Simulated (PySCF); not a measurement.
**Question.** Give a PBE0-D3(BJ)/def2-SVP geometry of `FB[C@H]1CC[Se]1`.

**Answer.** 
Z-matrix in Å and degrees, rows numbered from 1:
```
F 
B   1  1.3424
C   2  1.5523  1  119.66
C   3  1.5298  2  117.72  1     8.67
C   4  1.5332  3   99.70  2    66.67
Se  5  1.9846  4   93.02  3    17.93
H   2  1.2110  1  118.41  3  -175.29
H   3  1.0961  2  119.52  1  -148.88
H   4  1.1023  3  113.64  2   -55.13
H   4  1.0998  3  110.96  2  -177.12
H   5  1.0977  4  114.34  3   -95.12
H   5  1.0972  4  116.20  3   134.69
```

B2 (three-coordinate boron) is planar (angles 121.8°, 119.7° and 118.4°, sum 359.8°, 0.03 Å off the plane of its three neighbours). The C–Se distances run from 1.985 Å (C5–Se6, drawn single) to 2.027 Å (C3–Se6, drawn single), a spread of 0.042 Å. Of the pairs four or more bonds apart, F1···C5 is among the closest relative to their van der Waals radii: 3.05 Å, 96 % of the sum of Bondi's values. The 4-membered ring C3–C4–C5–Se6 has internal angles of 71.4° to 99.7° (sum 356°, against 360° for a flat polygon); it is puckered, 0.12 Å rms from its mean plane, widest ring torsion 18°.

Computed, not measured: PBE0-D3(BJ)/def2-SVP geometry optimisation, gas phase in PySCF.

Point group: C1 (no symmetry element, even within 0.4 Å). Whether it is a minimum is left open (no frequencies). One conformer, not necessarily the lowest (F1–B2–C3–C4 9°, B2–C3–C4–C5 67°, C3–C4–C5–Se6 18°, C4–C5–Se6–C3 -14°, B2–C3–Se6–C5 -104°).
